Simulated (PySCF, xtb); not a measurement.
H3O3Si, SMILES O[Si](O)O, multiplicity 2. The values are those of a single conformer.

Harmonic wavenumbers (cm⁻¹) from xtb with GFN2-xTB at its own minimum, in rising order: 111, 207, 225, 296, 306, 336, 771, 790, 812, 826, 899, 931, 3536, 3684, 3694.

Task: What does r2SCAN-D4/def2-SVP run with PySCF 2.14.0 give at its own minimum? (The exact figures need the calculation; the answer reports its results.)

Result: 145, 146, 261, 307, 307, 387, 770, 770, 779, 801, 934, 935, 3873, 3873, 3874. Paired by order, the mean absolute difference is 68 cm⁻¹ and the zero-point energies are 24.9 and 26.0 kcal/mol.
